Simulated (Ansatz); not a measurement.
Ansatz (a first-principles code) input (RI-MP2/cc-pV(Q+d)Z):
A basis named .json is the Basis Set Exchange file of that set.

Ansatz 0.2 input:
```yaml
crystal:
  periodic: [false, false, false]
  atoms:
    - {symbol: C, position_ang: [-3.74793328, -0.53031988, -0.17605544]}
    - {symbol: C, position_ang: [-2.41512833, -0.66521794, 0.46445161]}
    - {symbol: C, position_ang: [-1.18096305, -0.23316724, -0.24283890]}
    - {symbol: C, position_ang: [0.10435764, -0.66077120, 0.46050759]}
    - {symbol: C, position_ang: [1.38646633, -0.26055771, -0.24876999]}
    - {symbol: C, position_ang: [2.63326672, -0.82208464, 0.40517751]}
    - {symbol: Cl, position_ang: [1.52673029, 1.56410086, -0.30853061]}
    - {symbol: H, position_ang: [-3.74396940, -0.92465347, -1.19819580]}
    - {symbol: H, position_ang: [-4.05699648, 0.52356260, -0.25954753]}
    - {symbol: H, position_ang: [-4.52642022, -1.04846551, 0.38533626]}
    - {symbol: H, position_ang: [-2.35942319, -0.86549932, 1.52825609]}
    - {symbol: H, position_ang: [-1.17310710, 0.86119309, -0.36014712]}
    - {symbol: H, position_ang: [-1.18615457, -0.62576339, -1.26920155]}
    - {symbol: H, position_ang: [0.11612627, -1.75250036, 0.55052973]}
    - {symbol: H, position_ang: [0.12370045, -0.26195646, 1.47861398]}
    - {symbol: H, position_ang: [1.34246191, -0.55138400, -1.29808689]}
    - {symbol: H, position_ang: [3.53207439, -0.50242156, -0.12013688]}
    - {symbol: H, position_ang: [2.70481414, -0.49494981, 1.44321521]}
    - {symbol: H, position_ang: [2.59208267, -1.91416492, 0.38955079]}
basis:
  gaussian:
    orbitals: cc-pV_Q+d_Z.json
    fitting: {mean_field: def2-universal-jkfit, correlation: cc-pVQZ-RIFIT.json}
magnetization: {spin_polarized: true, initial_magnetization: 1}
correlation: {method: mp2, electrons: outside_noble_gas}
```

Output:

```
Functional definition: HF
integrals: 2.76 GiB planned
794 factors; integrals over basis functions are off by at most 4.0e0 eV
2.67 GiB of device memory are held for the factors and their scratch space
mean field: 5.64 GiB planned
mean field evaluation 1: about -18873.2916 eV, gradient 3.0e1 eV
mean field evaluation 2: about -18878.0112 eV, gradient 1.1e1 eV
mean field evaluation 4: about -18878.7703 eV, gradient 8.0e-1 eV
mean field evaluation 8: about -18878.7804 eV, gradient 2.5e-6 eV
mean field -18878.78038527 eV, -693.7823826618 hartree, gradient 2.5e-6 eV, S^2 0.764337; 0 other end points of the search recorded, 0 dependent functions left out
11 core orbitals not correlated
1610 factors; their error is unknown
reference -18878.78038527 eV, -693.7823826618 hartree; 22, 21 occupied and 721, 722 virtual orbitals, 1610 factors
second order -35.12437369 eV of doubles, -0.00000000 eV of singles
Total energy: -18913.90475897 eV, -695.0731795869 hartree
```

It need not be the lowest isomer of its formula.
